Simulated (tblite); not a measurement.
A geometry optimisation, step by step.

Compound: C7H8NS (doublet state).
Atom-mapped SMILES: `[S:1]=[CH:2][CH2:3][C:4]1=[CH:5][CH:6][NH:7][CH:8]=[CH:9]1` (hydrogens: H10 on C2; H11, H12 on C3; H13 on C5; H14 on C6; H15 on N7; H16 on C8; H17 on C9)
Bond orders are those of one Lewis drawing.

Computed with GFN2-xTB (tblite), gas phase: L-BFGS steps from a force-field or distance-geometry start until the largest atomic force falls under 0.01 eV/Å. 7 of its 153 geometries are shown.

Step 0: E = -682.0717 eV, largest atomic force 13.862 eV/Å
```
atom  x, y, z in Å  |  force x, y, z in eV/Å
S1     -2.946   -1.471   -0.668   -3.172 -11.740  -6.653
C2     -2.643   -0.245    0.010    2.096  10.494   6.215
C3     -1.611    0.717   -0.453   -1.078   1.722  -0.526
C4     -0.246    0.268   -0.105    0.693   1.130  -0.287
C5     -0.018   -0.870    0.566    1.475  -1.626   1.021
C6      1.326   -1.351    0.926   -0.637   1.308  -2.428
N7      2.362   -0.430    0.479    0.256   0.477  -0.189
C8      2.094    0.777   -0.215    1.802  -1.960   1.408
C9      0.860    1.123   -0.507   -1.856   0.073  -0.173
H10    -3.166   -0.006    0.946    0.164   0.479   0.241
H11    -1.829    1.726   -0.009    0.347  -0.557  -0.237
H12    -1.755    0.844   -1.564    0.429  -0.174   0.721
H13    -0.898   -1.465    0.844    0.911  -0.068   0.077
H14     1.521   -2.390    0.588    0.042   0.572   0.972
H15     3.368   -0.642    0.681   -1.519   0.129  -0.240
H16     2.942    1.393   -0.496    0.019  -0.312   0.181
H17     0.633    2.034   -1.033    0.027   0.053  -0.103
```

Step 25: E = -684.1817 eV, largest atomic force 0.048 eV/Å
```
atom  x, y, z in Å  |  force x, y, z in eV/Å
S1     -3.135   -1.545   -0.789   -0.039   0.003  -0.027
C2     -2.714   -0.196    0.028    0.015   0.010   0.023
C3     -1.661    0.753   -0.433   -0.002  -0.018  -0.007
C4     -0.253    0.315   -0.119   -0.001  -0.011   0.013
C5      0.051   -0.933    0.459    0.002  -0.016   0.027
C6      1.335   -1.305    0.698    0.014   0.034  -0.005
N7      2.378   -0.463    0.362    0.026   0.016   0.001
C8      2.117    0.755   -0.230   -0.017   0.013   0.015
C9      0.838    1.144   -0.466   -0.002  -0.008  -0.022
H10    -3.205    0.019    0.971    0.019   0.002   0.005
H11    -1.830    1.744    0.004   -0.015  -0.005  -0.025
H12    -1.739    0.841   -1.523    0.015   0.037  -0.017
H13    -0.747   -1.610    0.714   -0.012  -0.023   0.022
H14     1.602   -2.247    1.146    0.020   0.005  -0.006
H15     3.326   -0.720    0.579    0.006  -0.035  -0.014
H16     2.973    1.358   -0.484   -0.012  -0.013   0.024
H17     0.656    2.102   -0.927   -0.017   0.007  -0.010
```

Step 51: E = -684.2177 eV, largest atomic force 0.247 eV/Å
```
atom  x, y, z in Å  |  force x, y, z in eV/Å
S1     -3.576   -1.193   -0.947    0.039   0.117   0.214
C2     -2.698   -0.216    0.030   -0.152  -0.171   0.019
C3     -1.649    0.686   -0.507    0.018   0.006  -0.031
C4     -0.247    0.300   -0.132    0.001  -0.007   0.004
C5      0.060   -0.918    0.507    0.026  -0.023  -0.023
C6      1.347   -1.263    0.763    0.055  -0.078  -0.015
N7      2.389   -0.416    0.433   -0.056   0.015  -0.016
C8      2.118    0.794   -0.177    0.006  -0.012   0.006
C9      0.837    1.156   -0.439   -0.031   0.032   0.026
H10    -2.858   -0.249    1.107    0.064   0.026  -0.167
H11    -1.831    1.708   -0.153   -0.016  -0.009   0.008
H12    -1.745    0.687   -1.598    0.062   0.071  -0.054
H13    -0.733   -1.600    0.769    0.002  -0.010  -0.010
H14     1.640   -2.194    1.218   -0.072  -0.026   0.020
H15     3.326   -0.780    0.437    0.080   0.065   0.045
H16     2.976    1.402   -0.414   -0.068   0.009  -0.015
H17     0.635    2.108   -0.907    0.043  -0.005  -0.011
```

Step 76: E = -684.2708 eV, largest atomic force 0.075 eV/Å
```
atom  x, y, z in Å  |  force x, y, z in eV/Å
S1     -3.950   -0.862   -0.657   -0.028  -0.019   0.003
C2     -2.682   -0.175    0.102    0.010   0.010   0.011
C3     -1.640    0.622   -0.595    0.032   0.007  -0.008
C4     -0.236    0.223   -0.259   -0.019   0.012   0.034
C5      0.090   -1.007    0.355    0.010   0.005  -0.018
C6      1.370   -1.301    0.699    0.008  -0.005   0.020
N7      2.391   -0.400    0.456   -0.032   0.040   0.015
C8      2.102    0.819   -0.122   -0.007   0.019  -0.014
C9      0.832    1.127   -0.479   -0.009   0.012   0.005
H10    -2.569   -0.311    1.173    0.014   0.045  -0.026
H11    -1.764    1.672   -0.297   -0.013  -0.042  -0.023
H12    -1.812    0.581   -1.678    0.010  -0.046   0.058
H13    -0.686   -1.731    0.550    0.016   0.010  -0.042
H14     1.665   -2.228    1.162   -0.030  -0.026  -0.011
H15     3.317   -0.579    0.804    0.016  -0.041  -0.003
H16     2.935    1.482   -0.279    0.027   0.006  -0.007
H17     0.631    2.079   -0.945   -0.004   0.014   0.007
```

Step 101: E = -684.3149 eV, largest atomic force 0.264 eV/Å
```
atom  x, y, z in Å  |  force x, y, z in eV/Å
S1     -3.937   -0.896   -0.214    0.175   0.118  -0.002
C2     -2.627   -0.015    0.213   -0.071  -0.158  -0.199
C3     -1.635    0.561   -0.743   -0.008   0.036   0.086
C4     -0.244    0.217   -0.317    0.073  -0.017  -0.003
C5      0.089   -1.054    0.202    0.064  -0.093  -0.108
C6      1.353   -1.340    0.606   -0.022  -0.031   0.029
N7      2.349   -0.382    0.548   -0.171   0.034  -0.074
C8      2.060    0.865    0.034   -0.052   0.032   0.049
C9      0.801    1.171   -0.368   -0.070  -0.015  -0.019
H10    -2.382    0.069    1.263    0.006   0.116   0.109
H11    -1.731    1.657   -0.746   -0.048  -0.185  -0.086
H12    -1.835    0.192   -1.758   -0.069   0.080   0.145
H13    -0.659   -1.831    0.242   -0.041   0.052   0.030
H14     1.638   -2.303    0.994    0.025   0.009  -0.009
H15     3.289   -0.618    0.808    0.097  -0.013   0.037
H16     2.876    1.566   -0.015    0.049   0.002   0.006
H17     0.589    2.153   -0.759    0.066   0.032   0.009
```

Step 127: E = -684.5349 eV, largest atomic force 0.234 eV/Å
```
atom  x, y, z in Å  |  force x, y, z in eV/Å
S1     -2.999   -0.906    1.016    0.081   0.088  -0.057
C2     -2.277    0.413    0.354    0.023   0.040  -0.112
C3     -1.652    0.432   -1.010   -0.128   0.106   0.118
C4     -0.293    0.130   -0.498   -0.031   0.114  -0.062
C5      0.133   -1.210   -0.302    0.061  -0.024  -0.125
C6      1.345   -1.469    0.238   -0.066  -0.145   0.171
N7      2.175   -0.447    0.633    0.083   0.061   0.006
C8      1.800    0.864    0.447    0.171   0.046   0.123
C9      0.601    1.161   -0.101   -0.097  -0.026  -0.059
H10    -2.157    1.311    0.951    0.014  -0.047  -0.009
H11    -1.705    1.405   -1.504   -0.084  -0.066   0.077
H12    -2.062   -0.350   -1.643    0.044  -0.024  -0.025
H13    -0.519   -2.017   -0.609    0.090   0.071   0.077
H14     1.717   -2.468    0.405   -0.021   0.030  -0.029
H15     3.032   -0.661    1.115    0.050   0.009  -0.041
H16     2.513    1.627    0.738   -0.083  -0.191  -0.002
H17     0.342    2.199   -0.242   -0.106  -0.043  -0.051
```

Step 152: E = -684.5491 eV, largest atomic force 0.010 eV/Å
```
atom  x, y, z in Å  |  force x, y, z in eV/Å
S1     -2.937   -0.909    1.035    0.005   0.003  -0.005
C2     -2.258    0.417    0.348    0.004  -0.001  -0.009
C3     -1.659    0.437   -1.020   -0.004   0.002   0.000
C4     -0.290    0.139   -0.524    0.002   0.000   0.002
C5      0.138   -1.202   -0.319   -0.006  -0.007   0.001
C6      1.331   -1.470    0.256    0.001  -0.001  -0.001
N7      2.168   -0.451    0.646    0.007   0.003   0.001
C8      1.790    0.859    0.465   -0.001  -0.003   0.002
C9      0.598    1.162   -0.104   -0.003  -0.004   0.002
H10    -2.139    1.318    0.940    0.006   0.000   0.008
H11    -1.739    1.408   -1.506   -0.006   0.002  -0.001
H12    -2.061   -0.352   -1.651   -0.001   0.002   0.000
H13    -0.514   -2.011   -0.608   -0.001  -0.001  -0.004
H14     1.691   -2.472    0.423    0.002  -0.003   0.006
H15     3.058   -0.663    1.064   -0.009   0.003  -0.001
H16     2.495    1.607    0.787    0.003   0.005  -0.003
H17     0.321    2.195   -0.242    0.000   0.000   0.002
```

Question: Summarise the path.

Answer: The energy falls by 2.4774 eV from step 0 to step 152; nine tenths of that is first reached at step 100. It falls at every step. The largest force goes from 13.862 to 0.010 eV/Å. Among the bonds S1=C2 changes most, from 1.433 to 1.641 Å; the atoms move by 1.050 Å rms after alignment.

Question: Follow the three bonds and two angles with the largest change from start to end.

Answer: 
```csv
step,E above end (eV),largest force (eV/Å),S1=C2 (Å),C5–C6 (Å),C6–N7 (Å),C2–C3–C4 (°),C5–C6–H14 (°)
0,2.4774,13.862,1.433,1.472,1.457,111.8,113.1
7,0.5505,0.670,1.651,1.361,1.379,113.1,122.5
13,0.4195,0.410,1.639,1.356,1.382,113.3,123.2
20,0.3753,0.144,1.633,1.358,1.381,114.0,122.6
26,0.3670,0.052,1.632,1.358,1.382,114.2,123.2
33,0.3631,0.065,1.632,1.359,1.382,114.1,123.6
40,0.3574,0.080,1.632,1.360,1.384,113.9,122.8
46,0.3467,0.154,1.629,1.358,1.383,114.3,123.7
53,0.3264,0.144,1.631,1.357,1.383,114.4,123.8
59,0.3134,0.076,1.630,1.357,1.382,113.7,123.1
66,0.2991,0.131,1.630,1.355,1.381,114.0,123.0
73,0.2819,0.094,1.632,1.357,1.383,114.0,123.7
79,0.2762,0.067,1.631,1.358,1.383,114.4,123.2
86,0.2692,0.078,1.630,1.357,1.383,114.6,123.2
93,0.2633,0.074,1.630,1.358,1.383,114.2,123.7
99,0.2482,0.137,1.631,1.358,1.386,111.8,123.6
106,0.1954,0.323,1.636,1.354,1.385,108.9,122.3
112,0.1584,0.332,1.641,1.355,1.385,107.1,123.2
119,0.0954,0.359,1.636,1.352,1.384,102.1,124.7
126,0.0188,0.238,1.640,1.351,1.375,94.6,123.3
132,0.0020,0.075,1.638,1.352,1.375,93.6,123.0
139,0.0004,0.018,1.641,1.352,1.375,93.7,123.0
145,0.0002,0.016,1.641,1.352,1.376,93.3,123.1
152,0.0000,0.010,1.641,1.352,1.375,93.5,123.0
```

The cost below is that of the whole relaxation. Time: 1.4 s of wall time. Hardware: Arm Neoverse V1, one thread, no GPU (shared host).
